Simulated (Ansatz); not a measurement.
`C[SiH2]/C=C/[SiH3]` + H₂O → `O[SiH2]/C=C/[SiH3]` + CH₄ at 500 K and 1 bar (formal hydrolysis of the Si–C bond).

Calculated with Ansatz (gas phase, PBE0-D4/def2-TZVP geometries, no zero-point term in ΔE). CCSD(T)/CBS adds triple-zeta CCSD(T) − MP2 to the extrapolated MP2 energy (def2 sets, frozen cores). This one scheme is used for every species. Double bonds are as drawn, so ΔE can hold a change between cis and trans. One conformer a species, not always the lowest.

```json
{"species": "`C[SiH2]/C=C/[SiH3]`", "CCSD(T)/CBS energy (Eh)": "-698.31764", "H − E (kJ/mol)": "351.4", "S (J/(mol·K))": "468.1"}
{"species": "H₂O", "CCSD(T)/CBS energy (Eh)": "-76.37941", "H − E (kJ/mol)": "73.2", "S (J/(mol·K))": "206.3"}
{"species": "`O[SiH2]/C=C/[SiH3]`", "CCSD(T)/CBS energy (Eh)": "-734.27080", "H − E (kJ/mol)": "289.0", "S (J/(mol·K))": "453.2"}
{"species": "CH₄", "CCSD(T)/CBS energy (Eh)": "-40.46206", "H − E (kJ/mol)": "135.6", "S (J/(mol·K))": "206.8"}
```

H − E and S are ideal-gas, rigid-rotor, harmonic terms from PBE0-D4/def2-TZVP, for one conformer and one mirror image of each species. 1 Eh = 2625.50 kJ/mol, R = 8.31446 J/(mol·K).

Q: By hand: ΔE, ΔH, ΔS and ΔG.

A: ΔE = (-734.27080) + (-40.46206) − (-698.31764) − (-76.37941) = -0.03581 Eh = -94.0 kJ/mol. Δ(H − E) = 289.0 + 135.6 − 351.4 − 73.2 = 0.0, so ΔH = -94.0 kJ/mol. ΔS = 453.2 + 206.8 − 468.1 − 206.3 = -14.4 J/(mol·K). ΔG = -94.0 − 500 × (-14.4)/1000 = -86.8 kJ/mol.

Q: By hand: the equilibrium constant, and the temperature at which ΔG would vanish if ΔH and ΔS stayed fixed.

A: log₁₀ K = −ΔG/(RT ln 10) = 9.1. ΔG = 0 at ΔH/ΔS = 6528 K, far beyond where these terms or the molecules hold.

The number of gas molecules stays the same, so ΔS is small and ΔH decides. A doubt of 5 kJ/mol in ΔE shifts log₁₀ K by 0.5 here. Other conformers and mirror images would add mixing entropy, several J/(mol·K) or more a flexible species. These are equilibria of isolated gas molecules and say nothing of rates. Largest T1 diagnostic: 0.012 (customary marks: 0.02 for closed shells, 0.045 for open ones).
